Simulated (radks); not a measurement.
Sm+, configuration [Xe] 4f6 6s1 (the NIST ground configuration).

Calculated with a radial shooting solver on a logarithmic mesh with Libxc functionals: Dirac Kohn-Sham, PBE, spin-unpolarised, spherical densities, finite nucleus; open shells are shared between the two j in proportion to 2j + 1; Fermi nuclear charge, rms radius 5.0819 fm.

Energy parts (eV):
| part | energy |
|---|---|
| total | -283912.72 |
| kinetic | 307804.25 |
| electron-nucleus | -695263.66 |
| Hartree | 109974.63 |
| exchange-correlation | -6427.93 |

Orbitals (lengths in bohr, moments of r in powers of bohr; r(90%) holds 90 % of the orbital's charge):
| orbital | occ. | eigenvalue (eV) | r(90%) | <1/r> | <r> | <r^2> | small-component weight |
|---|---|---|---|---|---|---|---|
| 1s1/2 | 2 | -46632.33 | 0.0411 | 68.81 | 0.02274 | 0.0007049 | 5.31e-02 |
| 2s1/2 | 2 | -7621.837 | 0.150 | 16.35 | 0.09649 | 0.01105 | 1.17e-02 |
| 2p1/2 | 2 | -7225.129 | 0.133 | 16.33 | 0.08073 | 0.008048 | 1.17e-02 |
| 2p3/2 | 4 | -6622.289 | 0.142 | 14.56 | 0.08736 | 0.009291 | 1.09e-02 |
| 3s1/2 | 2 | -1674.630 | 0.374 | 5.945 | 0.2545 | 0.07417 | 3.66e-03 |
| 3p1/2 | 2 | -1503.828 | 0.367 | 5.859 | 0.2442 | 0.06933 | 3.60e-03 |
| 3p3/2 | 4 | -1381.756 | 0.385 | 5.412 | 0.2569 | 0.07654 | 3.38e-03 |
| 3d3/2 | 4 | -1085.436 | 0.357 | 5.286 | 0.2286 | 0.06157 | 3.26e-03 |
| 3d5/2 | 6 | -1058.924 | 0.362 | 5.174 | 0.2326 | 0.06359 | 3.19e-03 |
| 4s1/2 | 2 | -337.6183 | 0.832 | 2.476 | 0.5791 | 0.3787 | 1.15e-03 |
| 4p1/2 | 2 | -272.1175 | 0.864 | 2.370 | 0.5933 | 0.4007 | 1.08e-03 |
| 4p3/2 | 4 | -245.3291 | 0.905 | 2.220 | 0.6222 | 0.4404 | 9.99e-04 |
| 4d3/2 | 4 | -137.5349 | 1.00 | 1.999 | 0.6648 | 0.5133 | 8.39e-04 |
| 4d5/2 | 6 | -132.7499 | 1.02 | 1.962 | 0.6752 | 0.5293 | 8.18e-04 |
| 4f5/2 | 2.57143 | -8.8634 | 1.76 | 1.369 | 0.9966 | 1.368 | 4.38e-04 |
| 4f7/2 | 3.42857 | -8.3214 | 1.80 | 1.350 | 1.016 | 1.431 | 4.29e-04 |
| 5s1/2 | 2 | -49.3499 | 2.03 | 0.9427 | 1.411 | 2.239 | 2.40e-04 |
| 5p1/2 | 2 | -31.8462 | 2.34 | 0.8264 | 1.592 | 2.880 | 1.88e-04 |
| 5p3/2 | 4 | -28.3137 | 2.48 | 0.7728 | 1.687 | 3.237 | 1.68e-04 |
| 6s1/2 | 1 | -8.4166 | 5.68 | 0.3216 | 3.912 | 17.20 | 3.21e-05 |

The highest occupied level is 4f7/2 at -8.321 eV. The electron density at the nucleus is 5.332e+05 e/bohr^3.
